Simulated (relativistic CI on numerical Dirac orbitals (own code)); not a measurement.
## Spin-allowed bands of a d2 ion in an octahedral site, by hand

Problem. Take Δ = 15700 cm⁻¹ and B = 570 cm⁻¹ for a d2 ion in an octahedral site. Calculate the three spin-allowed bands.

Working.
1. The terms of highest spin are 3F (energy 0) and 3P (15B = 8550 cm⁻¹). Here the F term splits into A2 at +1.2Δ = 18840, T2 at +0.2Δ = 3140 and T1 at −0.6Δ = -9420 cm⁻¹.
2. The two T1 states mix through the element 0.4Δ: H = [[-9420, 6280], [6280, 8550]], with roots ½(H₁₁ + H₂₂) ∓ ½√[(H₂₂ − H₁₁)² + 4H₁₂²] = ½(-870) ∓ ½(21924) = -11397 and 10527 cm⁻¹.
3. The ground term is 3T1 at -11397 cm⁻¹.
4. Bands: 3T2 14537 cm⁻¹ (688 nm), 3T1(P) 21924 cm⁻¹ (456 nm), 3A2 30237 cm⁻¹ (331 nm).

Check. Exact diagonalisation of the whole d2 shell with these parameters gives 3T2 14537, 3T1 21924, 3A2 30237 cm⁻¹. The match is exact, since without spin-orbit coupling no other term has this spin. The ratio of the second band to the first, 1.508, depends on Δ/B = 27.5 alone, which is how a Tanabe-Sugano diagram is read.
